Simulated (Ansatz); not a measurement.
`CB(N)O` + `FC1C[SiH2]S1` → `NB(O)F` + `CC1C[SiH2]S1`  (redistribution)

Isolated molecules relaxed with PBE0-D4/def2-TZVP in Ansatz; ΔE leaves out vibrations. CCSD(T)/CBS is the MP2 limit (def2-TZVPP, def2-QZVPP) plus CCSD(T) − MP2 in def2-TZVPP, frozen cores. This one scheme is used for every species. Functionals use def2-TZVPP. B3LYP here is the variant with VWN-RPA as its local correlation; programs differ in this. Each species was taken in one conformer, which may not be the lowest.

`CB(N)O`:

Z-matrix (Å, degrees):
```
C
B 1 1.579
H 1 1.095 2 110.9
H 1 1.092 2 113.4 3 120.9
H 1 1.095 2 110.9 3 -118.2
N 2 1.404 1 122.1 3 -120.8
O 2 1.379 1 121.6 3 59.2
H 6 1.005 2 122.2 1 180.0
H 6 1.002 2 123.1 1 -0.0
H 7 0.957 2 112.7 1 0.0
```

`FC1C[SiH2]S1`:

Z-matrix (Å, degrees):
```
C
C 1 1.526
F 1 1.371 2 112.6
S 1 1.847 2 103.6 3 120.3
H 1 1.091 2 113.5 3 -121.7
Si 2 1.880 1 93.7 3 -135.4
H 2 1.092 1 108.2 3 -23.7
H 2 1.090 1 114.4 3 98.0
H 6 1.485 2 115.5 1 -100.7
H 6 1.485 2 117.9 1 128.7
```

`NB(O)F`:

Z-matrix (Å, degrees):
```
N
B 1 1.406
H 1 1.004 2 121.1
H 1 1.003 2 124.7 3 180.0
O 2 1.363 1 125.7 3 -180.0
F 2 1.337 1 118.3 3 0.0
H 5 0.957 2 114.6 1 0.0
```

`CC1C[SiH2]S1`:

Z-matrix (Å, degrees):
```
C
C 1 1.509
H 1 1.095 2 109.9
H 1 1.092 2 111.4 3 119.9
H 1 1.092 2 110.6 3 -119.7
C 2 1.544 1 115.4 3 62.8
S 2 1.868 1 112.2 3 179.4
H 2 1.092 1 110.0 3 -62.3
Si 6 1.876 2 93.9 1 138.5
H 6 1.091 2 114.0 1 -96.8
H 6 1.093 2 110.0 1 25.2
H 9 1.487 6 118.3 2 -130.2
H 9 1.489 6 115.4 2 100.1
```

```
             level  ΔE (kJ/mol)
           PBE0-D4       -156.4
             B3LYP       -153.2
SCS-MP2/def2-QZVPP       -171.8
     MP2/CBS(def2)       -174.6
```

(1) What does CCSD(T)/CBS give? (Estimate.)

Largest T1 diagnostic among the species: 0.012.

Results:

(1) Ansatz gave: -165.7 kJ/mol. The listed levels differ from it by 9.3, 12.5, -6.1, -8.9 kJ/mol.

From PBE to PBE0 (25 % exact exchange), in def2-TZVPP and without D4, ΔE moves by −9.8 kJ/mol. The D4 term adds −4.7 kJ/mol with B3LYP and −2.6 kJ/mol with PBE0; it sums over pairs of atoms, weighted by their polarisabilities, and B3LYP, whose exchange is more repulsive, gets the larger term.
